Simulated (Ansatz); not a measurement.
One geometry of CH4AlFS, several functionals.

```yaml
crystal:
  periodic: [false, false, false]
  atoms:
    - {symbol: F, position_ang: [2.638846, 0.554263, 0.552016]}
    - {symbol: C, position_ang: [-0.105322, -0.304496, -0.496633]}
    - {symbol: Al, position_ang: [1.013253, 0.582806, 0.837951]}
    - {symbol: S, position_ang: [-1.835881, -0.182665, -0.003233]}
    - {symbol: H, position_ang: [0.208758, -1.349159, -0.581027]}
    - {symbol: H, position_ang: [0.507157, 1.309669, 2.138103]}
    - {symbol: H, position_ang: [0.062305, 0.170220, -1.468119]}
    - {symbol: H, position_ang: [-2.396916, -0.837640, -1.034860]}
basis:
  gaussian: {orbitals: def2-TZVPP}
hamiltonian: {xc: {name: BHLYP}, dispersion: d4}
output: {orbitals: {seedname: orbitals}}
```

```sh
$ ansatz run in.yaml --threads 2 --pin off --events-out ev --progress --plain --max-ram 4352MiB
```

It prints (some lines left out):

```
Functional definition: BHLYP
1272 factors; their error is unknown
mean field evaluation 1: about -21249.2720 eV, gradient 5.0e1 eV
mean field evaluation 2: about -21248.4760 eV, gradient 5.6e1 eV
mean field evaluation 4: about -21253.8469 eV, gradient 2.0e0 eV
mean field evaluation 8: about -21253.9226 eV, gradient 3.9e-2 eV
mean field -21253.92264185 eV, -781.0672506616 hartree, gradient 3.3e-5 eV, S^2 0.000000; 0 other end points of the search recorded, 0 dependent functions left out
reference -21253.92281801 eV, -781.0672571355 hartree; 24, 24 occupied and 178, 178 virtual orbitals, 1272 factors
Total energy: -21254.11991588 eV, -781.0745003488 hartree
```

Run time 3.4 s (2 threads of an Arm Neoverse V1 on a shared host); peak host memory 0.42 GiB.

The same input with `hamiltonian: {xc: {name: revPBE}, dispersion: d4}` (abridged; 2.3 s):

```
Functional definition: revPBE
mean field evaluation 16: about -21250.8016 eV, gradient 4.8e-5 eV
mean field -21250.80162184 eV, -780.9525552919 hartree, gradient 7.0e-5 eV, S^2 0.000000
Total energy: -21251.23730775 eV, -780.9685664537 hartree
```

Changing it to `hamiltonian: {xc: {name: B3LYP}, dispersion: d4}` and forces (abridged; 5.5 s):

```
Functional definition: B3LYP
mean field evaluation 16: about -21256.8244 eV, gradient 2.1e-5 eV
mean field -21256.82442680 eV, -781.1738892917 hartree, gradient 2.1e-5 eV, S^2 0.000000
Total energy: -21257.06849974 eV, -781.1828588070 hartree
Atom 0 force     0.141706     0.000595    -0.020254 eV/Å
Atom 1 force     0.286129    -0.043118    -0.121282 eV/Å
Atom 2 force    -0.101649     0.072899     0.137585 eV/Å
Atom 3 force    -0.320151    -0.002918     0.046788 eV/Å
Atom 4 force    -0.013713     0.065733    -0.016482 eV/Å
Atom 5 force     0.031893    -0.046686    -0.082967 eV/Å
Atom 6 force    -0.002297    -0.047963     0.049841 eV/Å
Atom 7 force    -0.021917     0.001458     0.006772 eV/Å
Dipole moment:    -0.092715    -0.133513    -0.218812 e Å
```

The same input with `hamiltonian: {xc: {name: B97M-V}}` (abridged; 12 s):

```
Functional definition: B97M-V
mean field evaluation 16: about -21250.3234 eV, gradient 2.1e-4 eV
mean field -21250.32338288 eV, -780.9349803344 hartree, gradient 1.7e-5 eV, S^2 0.000000
Total energy: -21250.32344525 eV, -780.9349826263 hartree
```

The same input with `hamiltonian: {xc: {name: B2PLYP}}` (abridged; 6 s):

```
Functional definition: B2PLYP
mean field evaluation 16: about -21240.4840 eV, gradient 8.7e-5 eV
mean field -21240.48404619 eV, -780.5733913804 hartree, gradient 3.9e-6 eV, S^2 0.000000
12 core orbitals not correlated: weight in the atoms' cores, before any rotation towards them, 1.000 or more for the frozen orbitals, at most 0.000 for the correlated occupied ones
second order -22.38841497 eV of doubles, -0.00000000 eV of singles
Total energy: -21246.52908331 eV, -780.7955423968 hartree
```

The same input with `hamiltonian: {xc: lda}` (abridged; 1.4 s):

```
Functional definition: SPW92
mean field evaluation 16: about -21161.7180 eV, gradient 2.6e-4 eV
mean field -21161.71804900 eV, -777.6787943731 hartree, gradient 6.8e-5 eV, S^2 0.000000
Total energy: -21161.71808839 eV, -777.6787958206 hartree
```

B3LYP takes the VWN-RPA correlation (the form of Gaussian; ORCA's B3LYP/G).
